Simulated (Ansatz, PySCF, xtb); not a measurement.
Stretching the B1–F2 bond in BF2HO (SMILES OB(F)F) (multiplicity 1 held, fragments rigid). Energies count from the point at 1.332 Å.
Geometry at that point (charge 0, multiplicity 1):
```
atom    x (Å)    y (Å)    z (Å)
----  -------  -------  -------
B     -0.0113  -0.0068   0.0179
F      1.2864  -0.2142  -0.2017
F     -0.5387  -0.4735   1.1364
O     -0.7928   0.6575  -0.8572
H     -0.3300   0.9629  -1.6442
```

Restricted levels (R-, RO-) in cc, def2 and unpolarised 6-31G sets keep to the state of the molecule at rest. U- levels take the lowest unrestricted solution at each point, which mixes spins at long bonds. Left out are points that failed, MP2 points that dive below the minimum, coupled-cluster points behind a jump of the amplitudes or a sharp parting from full CI or MRCI, small-basis points behind a change of solution, and semi-empirical points at long bonds. Levels need not reach the same state.

Correlated levels freeze the cores. Rows in 3-21G, 6-31G* carry no dispersion term and start afresh at each structure (6-31G* with six Cartesian d functions).

Run with Ansatz (Gaussian basis) for Hartree–Fock, density functionals and correlated methods; PySCF for 3-21G rows, 6-31G* rows; xtb for the GFN methods. Values without a source in brackets are computed. The GFN methods have no spin term and hold the electronic entropy of 300 K.

Energies in kJ/mol.

```csv
R (Å),GFN2-xTB,R-HF/3-21G,U-HF/6-31G*,R-BP86/6-31G*,R-CCSD(T)/cc-pVTZ
1.066,259,348,253,289,265
1.199,39,71,39,58,47
1.332,0,0,0,0,0
1.466,27,30,40,21,31
1.599,76,105,116,78,95
1.799,156,245,248,182,209
1.999,234,384,378,286,320
2.332,348,584,506,432,475
2.665,431,745,542,541,584
3.064,493,899,556,632,641
3.597,left out,1043,left out,left out,497
4.264,left out,1141,left out,left out,-92
```

Doubts at one or more of the structures used: a restricted determinant that unrestricted orbitals would lower (R-HF/3-21G, R-BP86/6-31G*, R-CCSD(T)/cc-pVTZ); a spin-contaminated determinant (U-HF/6-31G*); T1 above 0.05 (R-CCSD(T)/cc-pVTZ); other coupled-cluster roots lie near (R-CCSD(T)/cc-pVTZ).

Ansatz is a quantum-chemistry and plane-wave program.
